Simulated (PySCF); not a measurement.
Br2Ga (SMILES [Br][Ga+][Br]), charge +1, singlet, geometry from GFN2-xTB (such geometries of metal compounds can be far from the true shape); MN12L/STO-3G in PySCF.

PySCF was given this input:
```python
from pyscf import gto, scf, dft

mol = gto.Mole()
mol.atom = '''
    Ga    0.000000    0.000000    0.000000
    Br    0.000000    0.000000    2.292576
    Br   -0.000000   -0.000000   -2.292576
'''
mol.basis = 'sto-3g'
mol.charge = 1
mol.spin = 0
mol.verbose = 4
mol.build()

mf = dft.RKS(mol)
mf.xc = 'mn12l'
mf.kernel()
mf.analyze()
```

What the program printed (banner, timings and long lists left out):

```
PySCF version 2.14.0

[INPUT] verbose = 4
[INPUT] num. atoms = 3
[INPUT] num. electrons = 100
[INPUT] charge = 1
[INPUT] spin (= nelec alpha-beta = 2S) = 0
[INPUT] symmetry False subgroup None
[INPUT] Mole.unit = angstrom
[INPUT] Symbol           X                Y                Z      unit          X                Y                Z       unit  Magmom
[INPUT]  1 Ga     0.000000000000   0.000000000000   0.000000000000 AA    0.000000000000   0.000000000000   0.000000000000 Bohr   0.0
[INPUT]  2 Br     0.000000000000   0.000000000000   2.292576000000 AA    0.000000000000   0.000000000000   4.332340759751 Bohr   0.0
[INPUT]  3 Br     0.000000000000   0.000000000000  -2.292576000000 AA    0.000000000000   0.000000000000  -4.332340759751 Bohr   0.0

nuclear repulsion = 642.262498335889
number of shells = 24
number of NR pGTOs = 162
number of NR cGTOs = 54
basis = sto-3g
ecp = {}

******** <class 'pyscf.dft.rks.RKS'> ********
method = RKS
initial guess = minao
damping factor = 0
level_shift factor = 0
DIIS = <class 'pyscf.scf.diis.CDIIS'>
diis_start_cycle = 1
diis_space = 8
diis_damp = 0
SCF conv_tol = 1e-09
SCF conv_tol_grad = None
SCF max_cycles = 50
direct_scf = True
direct_scf_tol = 1e-13
XC library pyscf.dft.libxc version 7.1.2
    S. Lehtola, C. Steigemann, M. J. T. Oliveira, and M. A. L. Marques,  SoftwareX 7, 1–5 (2018)
XC functionals = mn12l
    R. Peverati and D. G. Truhlar,  Phys. Chem. Chem. Phys. 14, 13171 (2012)
    R. Peverati and D. G. Truhlar,  Phys. Chem. Chem. Phys. 14, 13171 (2012)
radial grids:
    Treutler-Ahlrichs [JCP 102, 346 (1995); DOI:10.1063/1.469408] (M4) radial grids

becke partition: Becke, JCP 88, 2547 (1988); DOI:10.1063/1.454033
pruning grids: <function nwchem_prune>
grids dens level: 3
symmetrized grids: False
atomic radii adjust function: <function treutler_atomic_radii_adjust>
small_rho_cutoff = 0
Set gradient conv threshold to 3.16228e-05
Initial guess from minao.
tot grids = 61752
init E= -6978.46734732873
  HOMO = -0.562072397391711  LUMO = -0.51170199567821  gap/eV = 1.37065
cycle= 1 E= -6986.81026898889  delta_E= -8.34  |g|= 0.798  |ddm|= 2.69
  HOMO = -0.349816370489825  LUMO = -0.301158896055294  gap/eV = 1.32404
cycle= 2 E= -6984.85531184085  delta_E= 1.95  |g|= 1.71  |ddm|= 4.61
  HOMO = -0.266721246951154  LUMO = -0.235689782104255  gap/eV = 0.84441
cycle= 3 E= -6987.01434474251  delta_E= -2.16  |g|= 0.327  |ddm|= 4.18
  HOMO = -0.253289505951404  LUMO = -0.222990397108734  gap/eV = 0.82448
cycle= 4 E= -6977.92761757452  delta_E= 9.09  |g|= 3.94  |ddm|= 4.78
  HOMO = -0.244221358527439  LUMO = -0.176459842314755  gap/eV = 1.84388
cycle= 5 E= -6977.23354540139  delta_E= 0.694  |g|= 3.83  |ddm|= 0.411
  HOMO = -0.256877665001694  LUMO = -0.236290569075794  gap/eV = 0.56020
cycle= 6 E= -6978.57715957581  delta_E= -1.34  |g|= 3.91  |ddm|= 0.787
  HOMO = -0.257428184430403  LUMO = -0.244087164929454  gap/eV = 0.36303
cycle= 7 E= -6978.75009686125  delta_E= -0.173  |g|= 3.88  |ddm|= 0.104
  HOMO = -0.321560463198712  LUMO = -0.265384173915359  gap/eV = 1.52863
cycle= 8 E= -6987.0694394314  delta_E= -8.32  |g|= 0.0468  |ddm|= 4.79
  HOMO = -0.30671093092722  LUMO = -0.265622010025442  gap/eV = 1.11809
cycle= 9 E= -6987.07011674058  delta_E= -0.000677  |g|= 0.00958  |ddm|= 0.0787
  HOMO = -0.306802010719445  LUMO = -0.265598413113174  gap/eV = 1.12121
cycle= 10 E= -6987.07011379603  delta_E= 2.94e-06  |g|= 0.00993  |ddm|= 0.0426
  HOMO = -0.306049841006621  LUMO = -0.265684580509128  gap/eV = 1.09839
cycle= 11 E= -6987.07015196684  delta_E= -3.82e-05  |g|= 0.00278  |ddm|= 0.0165
  HOMO = -0.305728758654667  LUMO = -0.26564199810282  gap/eV = 1.09082
cycle= 12 E= -6987.07015469866  delta_E= -2.73e-06  |g|= 0.00057  |ddm|= 0.00385
  HOMO = -0.305666550628539  LUMO = -0.265633969859868  gap/eV = 1.08934
cycle= 13 E= -6987.0701548221  delta_E= -1.23e-07  |g|= 2.87e-06  |ddm|= 0.00106
  HOMO = -0.305667106129143  LUMO = -0.265634060254993  gap/eV = 1.08935
cycle= 14 E= -6987.07015482211  delta_E= -1.09e-11  |g|= 8.97e-08  |ddm|= 4.1e-06
  HOMO = -0.305667190492476  LUMO = -0.265634074423474  gap/eV = 1.08936
Extra cycle  E= -6987.0701548221  delta_E= 6.37e-12  |g|= 6.22e-07  |ddm|= 1.15e-06
converged SCF energy = -6987.0701548221
**** SCF Summaries ****
Total Energy =                       -6987.070154822104996
Nuclear Repulsion Energy =             642.262498335889404
One-electron Energy =               -11031.977127431709960
Two-electron Energy =                 3402.644474273715787
Two-electron Coulomb Energy =         3654.054379813431751
DFT Exchange-Correlation Energy =     -251.409905539715908
HOMO-LUMO gap [eV] =                     1.089356574937075
**** MO energy ****
MO #1   energy= -479.55394119142   occ= 2
MO #2   energy= -479.553940133906  occ= 2
MO #3   energy= -370.988523518463  occ= 2
MO #4   energy= -59.5562443156325  occ= 2
MO #5   energy= -59.5558317692823  occ= 2
MO #6   energy= -54.8449262009073  occ= 2
MO #7   energy= -54.8449061987184  occ= 2
MO #8   energy= -54.8406944267914  occ= 2
MO #9   energy= -54.8406944267913  occ= 2
MO #10  energy= -54.8406909350777  occ= 2
MO #11  energy= -54.8406909350776  occ= 2
MO #12  energy= -44.3607510513862  occ= 2
MO #13  energy= -40.2271285816552  occ= 2
MO #14  energy= -40.1895983054167  occ= 2
MO #15  energy= -40.1895983054167  occ= 2
MO #16  energy= -7.78754737910584  occ= 2
MO #17  energy= -7.78683484596477  occ= 2
MO #18  energy= -5.81646430149838  occ= 2
MO #19  energy= -5.81489592345143  occ= 2
MO #20  energy= -5.80140880027782  occ= 2
MO #21  energy= -5.80140880027781  occ= 2
MO #22  energy= -5.80108778757914  occ= 2
MO #23  energy= -5.8010877875791   occ= 2
MO #24  energy= -5.23663306926219  occ= 2
MO #25  energy= -3.62728649480864  occ= 2
MO #26  energy= -3.57299900123318  occ= 2
MO #27  energy= -3.57299900123309  occ= 2
MO #28  energy= -1.56142699941973  occ= 2
MO #29  energy= -1.55954411273639  occ= 2
MO #30  energy= -1.55613226534228  occ= 2
MO #31  energy= -1.55613226534228  occ= 2
MO #32  energy= -1.55578733720234  occ= 2
MO #33  energy= -1.55578733720233  occ= 2
MO #34  energy= -1.5468560555962   occ= 2
MO #35  energy= -1.54685605550296  occ= 2
MO #36  energy= -1.54683164175697  occ= 2
MO #37  energy= -1.54683164166366  occ= 2
MO #38  energy= -0.886956554761213 occ= 2
MO #39  energy= -0.875136319535983 occ= 2
MO #40  energy= -0.585346486155987 occ= 2
MO #41  energy= -0.524843943613282 occ= 2
MO #42  energy= -0.453986669147387 occ= 2
MO #43  energy= -0.453986669147377 occ= 2
MO #44  energy= -0.425086191130417 occ= 2
MO #45  energy= -0.4250861911304   occ= 2
MO #46  energy= -0.385190822195212 occ= 2
MO #47  energy= -0.372646198965088 occ= 2
MO #48  energy= -0.372646198965068 occ= 2
MO #49  energy= -0.305777005976329 occ= 2
MO #50  energy= -0.305667190492476 occ= 2
MO #51  energy= -0.265634074423474 occ= 0
MO #52  energy= -0.26563407442344  occ= 0
MO #53  energy= -0.244033931256686 occ= 0
MO #54  energy= 0.0390674553406591 occ= 0
 ** Mulliken pop on meta-lowdin orthogonal AOs  **
 ** Mulliken pop  **
 ** Mulliken atomic charges  **
charge of    0Ga =      0.40116
charge of    1Br =      0.29942
charge of    2Br =      0.29942

WARN: System has nonzero charge 1; the dipole moment is origin-dependent.
Location of origin: [0. 0. 0.]

Dipole moment(X, Y, Z, Debye): -0.00000,  0.00000, -0.00000
```
